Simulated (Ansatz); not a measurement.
Steps of a relaxation of CH₅BN₂O (`N=COBN`) with RKS PBE0-D4/def2-TZVP.

```sh
$ ansatz run in.yaml --threads 2 --pin off --events-out ev --progress --plain --max-ram 4352MiB
```

```yaml
crystal:
  periodic: [false, false, false]
  atoms:
    - {symbol: N, position_ang: [-0.250193, 1.480444, 0.501090]}
    - {symbol: C, position_ang: [0.223487, 0.569507, 1.267508]}
    - {symbol: O, position_ang: [0.455372, -0.697750, 0.890291]}
    - {symbol: B, position_ang: [0.226162, -1.239428, -0.399353]}
    - {symbol: N, position_ang: [-0.286332, -0.477056, -1.446993]}
    - {symbol: H, position_ang: [-0.336162, 2.363788, 1.023626]}
    - {symbol: H, position_ang: [0.499776, 0.709509, 2.337292]}
    - {symbol: H, position_ang: [0.511883, -2.414654, -0.514078]}
    - {symbol: H, position_ang: [-0.507494, 0.513386, -1.280205]}
    - {symbol: H, position_ang: [-0.453498, -0.858944, -2.376078]}
basis:
  gaussian: {orbitals: def2-TZVP}
hamiltonian: {xc: pbe0, dispersion: d4}
relax: {f_tol: 0.005, max_steps: 150}
```

Positions (Å) and forces (eV/Å) along the path, 9 of 9 steps:

```xyz
10
step=1 energy=-6818.7360 eV
N    -0.250    1.480    0.501    0.409   -0.339    1.063
C     0.223    0.570    1.268   -0.204    0.387   -0.286
O     0.455   -0.698    0.890   -0.148    0.354   -0.201
B     0.226   -1.239   -0.399   -0.026    0.036   -0.053
N    -0.286   -0.477   -1.447   -0.044    0.115   -0.039
H    -0.336    2.364    1.024    0.065   -0.541   -0.282
H     0.500    0.710    2.337   -0.169   -0.067   -0.650
H     0.512   -2.415   -0.514   -0.115    0.477    0.052
H    -0.507    0.513   -1.280    0.127   -0.694   -0.217
H    -0.453   -0.859   -2.376    0.105    0.271    0.614
10
step=2 energy=-6818.7829 eV
N    -0.246    1.475    0.511    0.097   -0.016    0.339
C     0.221    0.569    1.264   -0.004    0.037   -0.077
O     0.452   -0.690    0.886   -0.066    0.068   -0.143
B     0.224   -1.228   -0.398    0.011    0.023    0.077
N    -0.286   -0.479   -1.447    0.002    0.075    0.072
H    -0.328    2.347    1.033    0.006   -0.151   -0.115
H     0.497    0.705    2.319   -0.057   -0.014   -0.170
H     0.507   -2.388   -0.507   -0.032    0.126    0.002
H    -0.509    0.501   -1.296    0.022   -0.219   -0.126
H    -0.448   -0.864   -2.362    0.022    0.070    0.141
10
step=3 energy=-6818.7880 eV
N    -0.242    1.479    0.521    0.035    0.001    0.006
C     0.227    0.571    1.264   -0.091   -0.047    0.022
O     0.451   -0.684    0.881    0.010   -0.012   -0.071
B     0.221   -1.221   -0.397    0.036    0.003    0.061
N    -0.286   -0.481   -1.449    0.010    0.024    0.073
H    -0.326    2.344    1.045   -0.007    0.028   -0.008
H     0.491    0.699    2.317    0.038    0.015    0.010
H     0.504   -2.376   -0.504   -0.005   -0.019   -0.012
H    -0.512    0.494   -1.316   -0.021    0.013   -0.063
H    -0.445   -0.875   -2.358   -0.005   -0.005   -0.016
10
step=4 energy=-6818.7880 eV rejected
N    -0.243    1.480    0.527   -0.058   -0.021   -0.039
C     0.215    0.568    1.269    0.151    0.035   -0.023
O     0.447   -0.684    0.881   -0.028   -0.034    0.000
B     0.223   -1.218   -0.397   -0.020   -0.024    0.030
N    -0.286   -0.482   -1.451    0.016    0.020    0.047
H    -0.322    2.346    1.048   -0.011    0.044    0.017
H     0.502    0.699    2.315   -0.041   -0.012    0.054
H     0.504   -2.372   -0.504    0.017   -0.033   -0.017
H    -0.516    0.492   -1.327   -0.021    0.044   -0.032
H    -0.442   -0.881   -2.357   -0.005   -0.018   -0.038
10
step=5 energy=-6818.7888 eV
N    -0.242    1.479    0.523    0.003   -0.004    0.005
C     0.223    0.570    1.266   -0.007    0.001    0.006
O     0.451   -0.685    0.881    0.002   -0.007   -0.011
B     0.222   -1.220   -0.396    0.006   -0.010    0.014
N    -0.286   -0.481   -1.449    0.006    0.016    0.033
H    -0.325    2.345    1.045   -0.003    0.013   -0.002
H     0.494    0.699    2.317    0.005    0.000    0.010
H     0.504   -2.375   -0.505    0.000   -0.008   -0.010
H    -0.514    0.494   -1.322   -0.012    0.007   -0.037
H    -0.444   -0.878   -2.357   -0.001   -0.007   -0.007
10
step=6 energy=-6818.7891 eV
N    -0.241    1.480    0.527    0.010    0.002    0.033
C     0.223    0.571    1.270   -0.011   -0.007   -0.045
O     0.451   -0.683    0.881    0.001   -0.001    0.007
B     0.222   -1.217   -0.395    0.001    0.002    0.005
N    -0.287   -0.481   -1.451    0.000    0.000   -0.001
H    -0.323    2.346    1.050   -0.004    0.006   -0.006
H     0.496    0.697    2.322    0.002    0.004    0.008
H     0.503   -2.372   -0.506   -0.001   -0.002   -0.005
H    -0.519    0.495   -1.339    0.001   -0.001    0.004
H    -0.442   -0.886   -2.356    0.001   -0.003    0.001
10
step=7 energy=-6818.7892 eV
N    -0.241    1.481    0.528   -0.004    0.005   -0.009
C     0.223    0.571    1.270    0.011   -0.020    0.019
O     0.450   -0.684    0.882   -0.005    0.005   -0.011
B     0.222   -1.217   -0.395    0.000    0.000    0.000
N    -0.287   -0.481   -1.450    0.001   -0.002    0.002
H    -0.324    2.348    1.049    0.002   -0.002    0.005
H     0.497    0.695    2.321   -0.005    0.015   -0.004
H     0.503   -2.373   -0.507    0.000   -0.001   -0.001
H    -0.519    0.495   -1.338    0.000    0.000    0.000
H    -0.441   -0.887   -2.355    0.000    0.000    0.000
10
step=8 energy=-6818.7892 eV
N    -0.241    1.481    0.528    0.000   -0.001    0.000
C     0.223    0.570    1.270   -0.004    0.014    0.000
O     0.450   -0.683    0.881    0.002   -0.009    0.001
B     0.222   -1.217   -0.395   -0.001    0.004   -0.002
N    -0.287   -0.481   -1.451    0.000   -0.001    0.000
H    -0.324    2.348    1.050    0.001   -0.004   -0.001
H     0.496    0.697    2.321    0.001   -0.004    0.000
H     0.503   -2.373   -0.508    0.000    0.000    0.002
H    -0.519    0.495   -1.338    0.000    0.001    0.000
H    -0.441   -0.887   -2.356    0.000    0.000    0.000
10
step=9 energy=-6818.7892 eV
N    -0.241    1.481    0.528    0.000    0.000    0.000
C     0.223    0.570    1.270    0.000    0.000   -0.001
O     0.450   -0.684    0.881    0.000    0.000    0.000
B     0.222   -1.217   -0.395    0.000   -0.001    0.001
N    -0.287   -0.481   -1.451    0.000    0.001   -0.001
H    -0.324    2.347    1.050    0.000    0.000    0.000
H     0.496    0.697    2.321    0.000    0.000    0.000
H     0.503   -2.373   -0.508    0.000    0.000    0.000
H    -0.519    0.495   -1.338    0.000    0.000    0.000
H    -0.442   -0.887   -2.356    0.000    0.000    0.000
```

Run time 41 s (2 threads of an Arm Neoverse V1 on a shared host); peak host memory 0.39 GiB.
